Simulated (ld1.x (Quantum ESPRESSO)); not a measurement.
## Configuration tests for Bi (TM)

```json
{
  "Element": "Bi (Z = 83)",
  "Generator": "ld1.x (Quantum ESPRESSO) 7.5",
  "Type": "norm-conserving Troullier–Martins (Kleinman–Bylander form)",
  "Functional": "PBEsol",
  "Relativity": "fully relativistic",
  "Frozen core": "[Xe] 4f14 5d10",
  "Valence charge": "5",
  "Reference configuration": "6s1.5 6p3.5",
  "Partial waves": "6s (bound): rc 1.70 bohr; 6p (bound): rc 1.80 bohr",
  "Local potential": "the p channel",
  "Core correction": "none"
}
```

Open shells are filled in proportion to 2j + 1 (rel_dist='average').

Energies are relative to the spin-unpolarised reference configuration 6s1.5 6p3.5; without spin polarisation the order of configurations can differ from experiment. The p channel is local and has no spin–orbit splitting in the pseudo-atom. The frozen-core shift is the all-electron ΔE with the core orbitals held at their reference shape minus the fully relaxed ΔE.

```json
{"valence configuration": "6s2 6p3", "charge": "0", "ΔE all-electron (eV)": "-4.902", "error AE − PS (meV)": "+152", "frozen-core shift (meV)": "+6.5"}
{"valence configuration": "6s2 6p2", "charge": "+1", "ΔE all-electron (eV)": "3.194", "error AE − PS (meV)": "+533", "frozen-core shift (meV)": "+3.1"}
{"valence configuration": "6s2 6p1", "charge": "+2", "ΔE all-electron (eV)": "18.662", "error AE − PS (meV)": "+1059", "frozen-core shift (meV)": "+51"}
{"valence configuration": "6s1 6p4", "charge": "0", "ΔE all-electron (eV)": "4.987", "error AE − PS (meV)": "-154", "frozen-core shift (meV)": "+6.5"}
{"valence configuration": "6s1 6p3", "charge": "+1", "ΔE all-electron (eV)": "13.819", "error AE − PS (meV)": "+206", "frozen-core shift (meV)": "+34"}
{"valence configuration": "6s2 6p0", "charge": "+3", "ΔE all-electron (eV)": "42.240", "error AE − PS (meV)": "+1788", "frozen-core shift (meV)": "+236"}
```

Task: What are ΔE and the potential's error for 6s2 6p3.3?

Result: ΔE = -6.045 eV all-electron; the error (AE − PS) is +63 meV.

Levels in the configuration 6s2 6p2:

```csv
level,all-electron (eV),pseudo (eV)
6s j=1/2,-22.124,-22.003
6p j=1/2,-13.195,-11.187
6p j=3/2,-10.858,-11.187
```

These tests converged, but a pseudo level misses the all-electron one widely, so the file describes the atom poorly there or has found another state: 6s2 6p3: 6p by 1.6 eV; 6s2 6p2: 6p by 2.0 eV; 6s2 6p1: 6p by 2.4 eV; 6s1 6p4: 6p by 1.7 eV; 6s1 6p3: 6p by 2.1 eV; 6s2 6p3.3: 6p by 1.5 eV; 6s2 6p0: empty 6p by 3.0 eV. ld1.x printed “convergence not achieved” for 7 of the counted tests; their residual had stalled under 1e-8, short of the target of 1e-14.

Note: ghost state, extra bound levels that the all-electron valence spectrum of the same l lacks: s at -116.6 eV. A true bound ghost makes a file unfit for plane-wave use. The potential misses its own reference levels by up to 1.7 eV, so it is not fit for use.
